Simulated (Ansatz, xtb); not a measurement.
# A geometry optimisation of FH5OSi2+ with r2SCAN-D4/def2-SVP

The starting geometry of this gas-phase doublet has its atoms placed at random.

```xyz
9

F    -0.0240   -2.3292   -0.3596
O    -1.0853   -0.0526    1.6144
Si    0.1595    1.4697   -0.7687
Si    0.7382   -0.8788    0.8082
H    -1.1330    0.9627   -1.9324
H    -0.3171    2.0569    0.3889
H    -0.5930    0.6016    0.5819
H     1.2764   -1.1067   -0.6713
H    -0.8246    0.8157   -0.4361
```

Q: Guess where an optimisation with r2SCAN-D4/def2-SVP ends from this start.

A: It ends as a structure given below by its coordinates. Distances that change by over a tenth: Si3–H9 (1.23 → 1.48 Å). Contacts that open: Si3–H7 (1.77 → 3.88 Å). Contacts that close: F1–Si4 (2.01 → 1.59 Å), O2–Si4 (2.16 → 1.61 Å), O2–H7 (1.32 → 0.97 Å), Si3–H5 (1.81 → 1.48 Å).

The energy falls by 12.84 eV over 22 steps:

```csv
step,E − E(last) (eV)
1,12.837
3,6.315
6,2.317
8,1.496
10,0.909
13,0.236
15,0.067
17,0.004
20,0.000
22,0.000
```

Final geometry (Å):

```json
{"atom": "F", "x (Å)": "-0.3308", "y (Å)": "-1.9099", "z (Å)": "-0.4574"}
{"atom": "O", "x (Å)": "-0.0661", "y (Å)": "-0.3475", "z (Å)": "1.7807"}
{"atom": "Si", "x (Å)": "-0.6257", "y (Å)": "1.2957", "z (Å)": "-1.0804"}
{"atom": "Si", "x (Å)": "0.3825", "y (Å)": "-0.6884", "z (Å)": "0.2763"}
{"atom": "H", "x (Å)": "-0.1191", "y (Å)": "0.9053", "z (Å)": "-2.4189"}
{"atom": "H", "x (Å)": "0.0294", "y (Å)": "2.4337", "z (Å)": "-0.3932"}
{"atom": "H", "x (Å)": "-0.8476", "y (Å)": "-0.6433", "z (Å)": "2.2747"}
{"atom": "H", "x (Å)": "1.8306", "y (Å)": "-0.5442", "z (Å)": "0.0287"}
{"atom": "H", "x (Å)": "-2.0561", "y (Å)": "1.0379", "z (Å)": "-0.7851"}
```

From the same start GFN2-xTB reaches the same bonding as this run.

From so rough a start the end depends on the optimiser's path, so another program may land elsewhere. The end wasn't checked by frequencies. Open shells are spin-unrestricted. Run with Ansatz 0.2.0, 6.1 min on 1 thread of Arm Neoverse V2 (shared host).
